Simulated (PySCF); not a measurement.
## Radial density of N²⁺ (nitrogen, charge +2)

UHF, [He] 2s2 2p1, 2P determinant. Calculation: PySCF 2.14, in x2c-QZVPPall with one added diffuse shell each of s, p, d, f type (8s5p4d3f1g, 73 functions); the spin-free X2C one-electron Hamiltonian (Gaussian nucleus).

```tsv
r (bohr)	4πr²ρ (e/bohr)	4πr²(ρα − ρβ)
0.00425	0.04659	0.0000
0.00715	0.1252	0.0000
0.0120	0.3279	0.0001
0.0202	0.8220	0.0002
0.0340	1.909	0.0007
0.0573	3.900	0.0022
0.0963	6.423	0.0090
0.162	7.393	0.0403
0.273	4.785	0.1635
0.458	1.953	0.4900
0.771	2.502	0.8533
1.30	2.022	0.5972
2.18	0.3331	0.0958
3.67	0.004663	0.0017
```

Densities and radii are taken from the X2C orbitals without a picture-change correction, which distorts them close to the nucleus.
